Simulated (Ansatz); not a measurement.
Computed with Ansatz on PBE0-D4/def2-TZVP structures; ΔE is electronic, products minus reactants. CCSD(T)/CBS adds triple-zeta CCSD(T) − MP2 to the extrapolated MP2 energy (def2 sets, frozen cores). Functionals use def2-TZVPP. B3LYP here is the variant with VWN-RPA as its local correlation; programs differ in this. HSE06 is defined as in plane-wave codes. def2 core potentials past Kr. For Se, Sn outer-core shells are correlated without core-valence functions, which leaves a few kJ/mol of doubt a bond. Scalar relativity is left out up to krypton. One conformer a species, not always the lowest.

Reaction (redistribution): `C=NB(F)Cl` + `[SeH][SnH3]` → `FB(Cl)[SeH]` + `C=[N][SnH3]`

| level | ΔE (kcal/mol) | difference from CCSD(T)/CBS |
| --- | --- | --- |
| r2SCAN-D4 | 25.0 | 1.4 |
| B97M-V | 23.7 | 0.1 |
| HSE06-D4 | 25.9 | 2.3 |
| BHLYP-D4 | 27.6 | 4.0 |
| PBE | 24.8 | 1.2 |
| r2SCAN | 25.0 | 1.4 |
| PBE0 | 26.2 | 2.6 |
| B3LYP | 26.8 | 3.2 |
| r2SCANh | 25.6 | 2.0 |
| r2SCAN0 | 26.4 | 2.8 |
| LC-ωPBE | 25.5 | 1.9 |
| RPA@PBE/def2-TZVPP | 19.8 | -3.8 |
| CCSD/def2-SVP | 27.3 | 3.7 |
| HF/def2-TZVPP | 28.8 | 5.2 |
| CCSD(T)/def2-TZVPP | 22.1 | -1.5 |
| SCS-MP2/def2-QZVPP | 23.1 | -0.5 |
| CCSD(T)/CBS | 23.6 | 0 |

Largest T1 diagnostic among the species: 0.014.

The D4 term adds −0.7 kcal/mol with B3LYP and −0.3 kcal/mol with PBE0; it sums over pairs of atoms, weighted by their polarisabilities, and B3LYP, whose exchange is more repulsive, gets the larger term. From PBE to PBE0 (25 % exact exchange), in def2-TZVPP and without D4, ΔE moves by +1.4 kcal/mol. Leaving LDA and LC-ωPBE aside and taking each functional with its dispersion term where it has one, the values, not all of them listed here, spread over 4.6 kcal/mol, from revPBE-D4 to BHLYP-D4. LDA lies +1.7 kcal/mol from PBE without D4.
